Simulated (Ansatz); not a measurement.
Al₆V⁻, relaxed as a singlet with RKS r2SCAN-D4/def2-SVPD in Ansatz, starting from the GFN2-xTB geometry. Force threshold 0.02 eV/Å.

The restricted singlet is unstable towards broken spin symmetry at other levels; at r2SCAN-D4/def2-SVPD this wasn't settled. Another isomer (singlet) lies 0.15 eV lower at PBE0-D4/def2-TZVPD; other spin states weren't run for this one.

Start:

```xyz
7

V    -1.036    1.397   -0.005
Al    1.623   -0.944   -0.727
Al   -0.984   -1.294   -0.452
Al    0.616   -0.096    1.565
Al    1.504    1.601   -0.244
Al   -0.019    0.464   -2.158
Al   -1.704   -1.129    2.022
```

Question: Estimate the energy that the relaxation releases and the steps that it takes.

Answer: 83.2 kJ/mol, in 9 steps; 74 s on 4 threads of Arm Neoverse V1 on a shared host. No frequencies were taken in this run, so the end may be a saddle point.

Question: Does the start keep its bonding and symmetry?

Answer: By distances, no bond broke or formed, bridged metal pairs apart. The bond that changes most is V1–Al7, from 3.31 to 2.50 Å (atoms count from 1). Metal–metal contacts that move far: V1–Al7 3.31 to 2.50 Å. Point group Cs at the start, Cs at the end, both within 0.05 Å.

Question: Predict the relaxed structure.

Answer: 
```xyz
7

V    -1.072    1.093    0.202
Al    1.727   -1.029   -0.760
Al   -0.803   -1.393   -0.431
Al    0.715   -0.259    1.481
Al    1.362    1.672   -0.232
Al   -0.112    0.570   -2.090
Al   -1.818   -0.654    1.831
```
Bond lengths (bridged metal pairs left out): 10 × Al–Al 2.58 to 2.78 Å; 5 × Al–V 2.50 to 2.58 Å.
